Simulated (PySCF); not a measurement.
# TlC at UHF-SCS-MP2

Level: UHF-SCS-MP2. PySCF, scalar-relativistic core potentials, basis sets Tl def2-TZVPP with ECP60, C def2-TZVPP.

| Item | Value |
| --- | --- |
| state | ⁴Σ⁻ (quartet), unpaired electrons σ ↑, π ↑↑ |
| bond length | 2.287 Å |
| harmonic wavenumber | 439 cm⁻¹ |
| force constant | 1.29 mdyn/Å |
| rotational constant Be | 0.2842 cm⁻¹ |
| anharmonicity ωexe | 2.14 cm⁻¹ |
| vibration–rotation constant αe | 0.00203 cm⁻¹ |
| well depth De to Tl + C | 222 kJ/mol |
| dissociation energy D0 | 219 kJ/mol |

Correlated steps freeze 5 core orbitals. Spin–orbit coupling is left out, which matters for elements this heavy, above all for dissociation energies. The state was picked by a PBE0 search and need not be the measured ground state.
